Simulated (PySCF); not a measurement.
The vertical singlet excitations below were computed for one of the candidates. Method: TDDFT CAM-B3LYP/def2-SVPD, vertical, gas phase, core orbitals frozen in the response (PySCF 2.14.0, density-fitted response routines). Geometries: PBE0-D3(BJ)/def2-SVP, one conformer each.

```tsv
state	E (eV)	λ (nm)	f
S1	6.04	205.1	0.0006
S2	7.29	170.1	0.035
S3	7.51	165.1	0.316
S4	7.74	160.2	0.028
S5	7.89	157.2	0.0044
S6	7.92	156.5	0.025
```

Question: Which structure fits? All have the formula C6H10O2.
A. `CCCC(=O)C(C)=O` (2,3-hexanedione)
B. `C=CCOC(=O)CC` (allyl propionate)
C. `CCC(=O)CC(C)=O` (2,4-hexanedione)

Answer: B. Its S1, at 6.04 eV, is the highest among the candidates; the nearest of the others has S1 at 4.31 eV. S1 is HOMO-1→LUMO+2 (77%). Löwdin shares by element: HOMO carbon 81% or more (atoms not listed hold the other 19%); LUMO carbon 42% or more (atoms not listed hold the other 58%). At the same level the other candidates give, for their lowest levels:
- `CCCC(=O)C(C)=O`: 2.91 eV (f 0.000); 4.72 eV (f 0.000); 6.78 eV (f 0.000); 6.85 eV (f 0.011); 6.88 eV (f 0.010); HOMO -8.66, LUMO -1.24 eV
- `CCC(=O)CC(C)=O`: 4.31 eV (f 0.006); 4.49 eV (f 0.000); 6.55 eV (f 0.000); 7.00 eV (f 0.053); 7.31 eV (f 0.118); HOMO -8.93, LUMO -0.19 eV

The values belong to the conformer `[CH2:1]=[CH:2][CH2:3][O:4][C:5](=[O:6])[CH2:7][CH3:8]`: C1–C2–C3–O4 0°, C2–C3–O4–C5 107°, C3–O4–C5–O6 3°, O4–C5–C7–C8 180°.
